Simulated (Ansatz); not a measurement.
Li4Te2. Charge 0, multiplicity 1. Geometry PBE-D4/def2-SVP, that of the charge +1 doublet.

```xyz
6

Li    1.0379    1.7670    0.1112
Li    0.8340   -1.5805   -1.0583
Li   -1.9244    0.5055   -1.1295
Li    0.0581   -1.1024    3.3391
Te    0.4684    0.7417   -2.2421
Te   -0.4739   -0.3313    0.9794
```

In the def2 sets Te takes a core potential; there is no spin–orbit coupling. The structure comes from a short search, and lower isomers may exist.

Q: Estimate the orbital energies around the gap (eV) in Ansatz with PBE-D4/def2-TZVP, r2SCAN-D4/def2-TZVP, PBE0-D4/def2-TZVP.

A: 
```json
{"orbital": "HOMO−5", "PBE-D4/def2-TZVP": "-5.63", "r2SCAN-D4/def2-TZVP": "-5.76", "PBE0-D4/def2-TZVP": "-6.56"}
{"orbital": "HOMO−4", "PBE-D4/def2-TZVP": "-4.91", "r2SCAN-D4/def2-TZVP": "-5.04", "PBE0-D4/def2-TZVP": "-5.76"}
{"orbital": "HOMO−3", "PBE-D4/def2-TZVP": "-4.90", "r2SCAN-D4/def2-TZVP": "-5.04", "PBE0-D4/def2-TZVP": "-5.75"}
{"orbital": "HOMO−2", "PBE-D4/def2-TZVP": "-3.90", "r2SCAN-D4/def2-TZVP": "-3.94", "PBE0-D4/def2-TZVP": "-4.58"}
{"orbital": "HOMO−1", "PBE-D4/def2-TZVP": "-3.88", "r2SCAN-D4/def2-TZVP": "-3.91", "PBE0-D4/def2-TZVP": "-4.56"}
{"orbital": "HOMO", "PBE-D4/def2-TZVP": "-2.94", "r2SCAN-D4/def2-TZVP": "-2.90", "PBE0-D4/def2-TZVP": "-3.54"}
{"orbital": "LUMO", "PBE-D4/def2-TZVP": "-2.06", "r2SCAN-D4/def2-TZVP": "-1.67", "PBE0-D4/def2-TZVP": "-1.57"}
{"orbital": "LUMO+1", "PBE-D4/def2-TZVP": "-1.35", "r2SCAN-D4/def2-TZVP": "-0.84", "PBE0-D4/def2-TZVP": "-0.77"}
{"orbital": "LUMO+2", "PBE-D4/def2-TZVP": "-0.77", "r2SCAN-D4/def2-TZVP": "-0.26", "PBE0-D4/def2-TZVP": "-0.21"}
{"orbital": "LUMO+3", "PBE-D4/def2-TZVP": "-0.63", "r2SCAN-D4/def2-TZVP": "0.00", "PBE0-D4/def2-TZVP": "-0.04"}
{"orbital": "LUMO+4", "PBE-D4/def2-TZVP": "-0.35", "r2SCAN-D4/def2-TZVP": "0.15", "PBE0-D4/def2-TZVP": "0.24"}
{"orbital": "LUMO+5", "PBE-D4/def2-TZVP": "-0.27", "r2SCAN-D4/def2-TZVP": "0.17", "PBE0-D4/def2-TZVP": "0.28"}
```
